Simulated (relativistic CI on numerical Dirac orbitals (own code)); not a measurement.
# d3 in a ligand field

Computed with a parametric ligand-field model of a d^n configuration (Racah B and C, spin-orbit zeta, crystal field), exact diagonalisation.

Field parameters in Wybourne normalisation: Oh B⁴₀ = 21Dq, B⁴₄ = √(5/14) B⁴₀. The field is a parameter set, without covalency.

Task: Ground term and bands for B = 520, C = 2030, ζ = 0 cm⁻¹, Oh, 10Dq = 37200 cm⁻¹?

Result: Ground term 4A2 with 0.00 electrons in the two orbitals of the cubic e set. Spin-allowed: 4T2 37200 cm⁻¹ (269 nm), 4T1 43143 cm⁻¹ (232 nm), 4T1 76257 cm⁻¹ (131 nm). Lowest spin-forbidden: 2E 10308 cm⁻¹ (970 nm), 2T1 10613 cm⁻¹ (942 nm), 2T2 16756 cm⁻¹ (597 nm). With an A2 ground term the first spin-allowed band lies at |10Dq| itself.

Task: Ground term and bands for B = 850, C = 3220, ζ = 0 cm⁻¹, Oh, 10Dq = 20250 cm⁻¹?

Result: Ground term 4A2 with 0.00 electrons in the two orbitals of the cubic e set. Spin-allowed: 4T2 20250 cm⁻¹ (494 nm), 4T1 28644 cm⁻¹ (349 nm), 4T1 44856 cm⁻¹ (223 nm). Lowest spin-forbidden: 2E 15872 cm⁻¹ (630 nm), 2T1 16662 cm⁻¹ (600 nm), 2T2 24050 cm⁻¹ (416 nm). With an A2 ground term the first spin-allowed band lies at |10Dq| itself.

Task: A d3 ion in Oh symmetry has the ground term 4A2 and bands at 2E 10788 cm⁻¹ (927 nm), 2T1 11065 cm⁻¹ (904 nm), 2T2 17293 cm⁻¹ (578 nm), 4T2 29150 cm⁻¹ (343 nm), 4T1 34369 cm⁻¹ (291 nm), 4T1 59981 cm⁻¹ (167 nm). Which parameters reproduce them?

Result: B = 460, C = 2360, ζ = 0 cm⁻¹, Oh, 10Dq = 29150 cm⁻¹.

Task: Ground term and bands for B = 930, C = 3990, ζ = 0 cm⁻¹, Oh, 10Dq = 12000 cm⁻¹?

Result: Ground term 4A2 with 0.00 electrons in the two orbitals of the cubic e set. Spin-allowed: 4T2 12000 cm⁻¹ (833 nm), 4T1 19107 cm⁻¹ (523 nm), 4T1 30843 cm⁻¹ (324 nm). Lowest spin-forbidden: 2E 18359 cm⁻¹ (545 nm), 2T1 19235 cm⁻¹ (520 nm), 2T2 25732 cm⁻¹ (389 nm). With an A2 ground term the first spin-allowed band lies at |10Dq| itself.

Task: Ground term and bands for B = 590, C = 2400, ζ = 0 cm⁻¹, Oh, 10Dq = 17800 cm⁻¹?

Result: Ground term 4A2 with 0.00 electrons in the two orbitals of the cubic e set. Spin-allowed: 4T2 17800 cm⁻¹ (562 nm), 4T1 23946 cm⁻¹ (418 nm), 4T1 38304 cm⁻¹ (261 nm). Lowest spin-forbidden: 2E 11628 cm⁻¹ (860 nm), 2T1 12137 cm⁻¹ (824 nm), 2T2 17934 cm⁻¹ (558 nm). With an A2 ground term the first spin-allowed band lies at |10Dq| itself.
